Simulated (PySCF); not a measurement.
**Polarisability and C₆ of Sn⁻ (tin, charge -1)**

[Kr] 4d10 5s2 5p3, high-spin 4S determinant. Computed with PySCF 2.14 in dyall-av2z (22s16p12d, 130 functions), with no relativity, point nucleus. Coupled (time-dependent) response in atomic units; α is the mean over directions. A double-zeta set is small for polarisabilities.

```tsv
method	mean α (bohr³)	C₆ (like pair)	S(−4)
UHF	131.2	2224	6398
```

S(−4) is the Cauchy moment in α(ω) = α(0) + S(−4) ω² + …

α(iu) at UHF:

```csv
u (hartree),α(iu) (bohr³)
0,131.2
0.0500,117.8
0.100,93.69
0.200,57.10
0.300,36.34
0.500,17.51
0.750,8.994
1.00,5.466
1.50,2.659
2.00,1.583
3.00,0.7612
5.00,0.3038
```

A single London oscillator, α(iu) = α/(1 + u²/ω²), gives C₆ = (3/4) ω α². Matching the computed C₆ needs ω = 4 × 2224 / (3 × 131.2²) = 0.172 hartree.

For an ion, C₆ is the dispersion term alone; charge-induced terms of lower order in 1/R come first.

A non-relativistic calculation at this Z misses sizeable relativistic shifts.
